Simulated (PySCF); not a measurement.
How the method changes the constants of TeBr⁺

State: ³Σ⁻ (triplet), unpaired electrons π ↑↑. Set-up: Te def2-SVP with ECP28, Br def2-SVP; scalar-relativistic core potentials (PySCF 2.14). De refers to Te⁺ + Br in their high-spin ground configurations, without counterpoise correction. The functionals are run spin-unrestricted. A positive dipole points towards Br; it is taken about the centre of mass and depends on that origin.

```csv
Level,Re (Å),ωe (cm⁻¹),De (eV),μ (D),"CPU s a point (SCF and correlation, without the integrals)"
UHF,2.412,301,0.69,-2.98,0.26
UHF-MP2,2.407,317,1.83,n/a,0.42
UHF-SCS-MP2,2.416,310,1.72,n/a,n/a
UHF-CCSD,2.430,291,1.70,n/a,n/a
UHF-CCSD(T),2.435,290,1.84,n/a,13
LDA,2.393,311,3.71,-1.39,0.39
PBE,2.424,297,2.99,-1.63,1.5
PBEsol,2.405,305,3.24,-1.56,1.1
BLYP,2.453,282,2.94,-1.56,0.74
r²SCAN,2.406,307,2.69,-1.90,0.91
PBE0,2.396,313,2.58,-1.98,1.1
HSE06,2.400,311,2.66,-1.92,1.5
```

The bond length runs from 2.393 Å (LDA) to 2.453 Å (BLYP). De spans 0.69 eV (UHF, mean field) to 3.71 eV (LDA, local density). Correlation at CCSD(T) changes the Hartree–Fock bond energy by +1.15 eV; the triples alone change it by +0.14 eV.

Correlated steps freeze 13 core orbitals. Correlated levels converge slowly with the basis: in double zeta they bind strong bonds too weakly, by up to about 1 eV, and carry superposition errors of some tenths. Spin–orbit coupling is left out, which matters for elements this heavy, above all for dissociation energies. For an ion De counts to the pair picked by the measured ionisation energies or electron affinities, which need not be the lowest pair at this level. The state was picked by a PBE0 search and need not be the measured ground state.

The whole job (state search and all levels along the bond) took about 4.2 min on 1 thread of Oxide Virtual Turin-like (shared host), peak memory 0.78 GiB.
